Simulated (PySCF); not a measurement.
**Bond length, frequency and bond energy of NaI⁻ by level of theory**

State: ²Σ⁺ (doublet), unpaired electrons σ ↑. Set-up: basis Na aug-cc-pVDZ, I aug-cc-pVDZ-PP with ECP28; scalar-relativistic core potentials; PySCF 2.14. De refers to Na + I⁻ in their ground configurations, without counterpoise correction. The functionals are run spin-unrestricted. A positive dipole points towards I; it is taken about the centre of mass and depends on that origin.

```json
{"Level": "UHF", "Re (Å)": "2.997", "ωe (cm⁻¹)": "164", "De (eV)": "n/a", "μ (D)": "7.40"}
{"Level": "UHF-MP2", "Re (Å)": "2.996", "ωe (cm⁻¹)": "165", "De (eV)": "0.93", "μ (D)": "n/a"}
{"Level": "UHF-SCS-MP2", "Re (Å)": "3.000", "ωe (cm⁻¹)": "164", "De (eV)": "0.92", "μ (D)": "n/a"}
{"Level": "PBE", "Re (Å)": "2.964", "ωe (cm⁻¹)": "165", "De (eV)": "0.91", "μ (D)": "6.89"}
{"Level": "TPSS", "Re (Å)": "2.967", "ωe (cm⁻¹)": "166", "De (eV)": "0.94", "μ (D)": "7.26"}
{"Level": "r²SCAN", "Re (Å)": "2.949", "ωe (cm⁻¹)": "170", "De (eV)": "0.94", "μ (D)": "6.94"}
{"Level": "PBE0", "Re (Å)": "2.949", "ωe (cm⁻¹)": "169", "De (eV)": "0.92", "μ (D)": "6.94"}
{"Level": "MN15", "Re (Å)": "2.977", "ωe (cm⁻¹)": "160", "De (eV)": "0.91", "μ (D)": "6.20"}
{"Level": "M06-2X", "Re (Å)": "2.923", "ωe (cm⁻¹)": "172", "De (eV)": "0.90", "μ (D)": "6.22"}
```

The bond length runs from 2.923 Å (M06-2X) to 3.000 Å (UHF-SCS-MP2). De spans 0.90 eV (M06-2X, hybrid meta-GGA) to 0.94 eV (r²SCAN, meta-GGA).

Correlated steps freeze 5 core orbitals. Correlated levels converge slowly with the basis: in double zeta they bind strong bonds too weakly, by up to about 1 eV, and carry superposition errors of some tenths. Spin–orbit coupling is left out. For an ion De counts to the pair picked by the measured ionisation energies or electron affinities, which need not be the lowest pair at this level. Counting both spins, an empty level lies below a filled one in some of these solutions, because spin and occupation are held. The highest Kohn–Sham level is positive in this anion. Much of that is self-interaction error, but it also means that the finite basis helps to hold the extra electron. The state was picked by a PBE0 search and need not be the measured ground state.

The whole job (state search and all levels along the bond) took about 4.4 min on 1 thread of Arm Neoverse N1 (shared host), peak memory 0.69 GiB.
